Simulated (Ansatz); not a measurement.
`F/C=C(\[SiH3])CF` + `OC(F)[SiH3]` → `FC([SiH3])O[SiH3]` + `F/C=C\CF`  (ligand exchange at the Si–C bond)

Gas-phase electronic energies from Ansatz, PBE0-D4/def2-TZVP geometries. CCSD(T)/CBS adds triple-zeta CCSD(T) − MP2 to the extrapolated MP2 energy (def2 sets, frozen cores). Double bonds are as drawn, so ΔE can hold a change between cis and trans. Functionals use def2-TZVPP. One conformer a species, not always the lowest.

(1) Is it downhill or uphill in electronic energy at CCSD(T)/CBS, and by how much? (Best estimate.)

(2) What do these levels give: PBE0-D4, ωB97X-V, ωB97M-V, B2PLYP, MP2/def2-QZVPP, HF/CBS(def2)? (Estimate.)

Largest T1 diagnostic among the species: 0.012.

Answers

(1) Ansatz gave: Downhill: ΔE = -19.1 kcal/mol.

(2) Ansatz gave: PBE0-D4 -17.0, ωB97X-V -18.8, ωB97M-V -18.6, B2PLYP -20.2, MP2/def2-QZVPP -19.3, HF/CBS(def2) -24.3 kcal/mol.

In def2-TZVPP, CCSD(T) changes the Hartree–Fock value by +4.8 kcal/mol (the triples alone add +0.7 kcal/mol) and MP2 by +4.7 kcal/mol. From PBE to PBE0 (25 % exact exchange), in def2-TZVPP and without D4, ΔE moves by −0.8 kcal/mol.
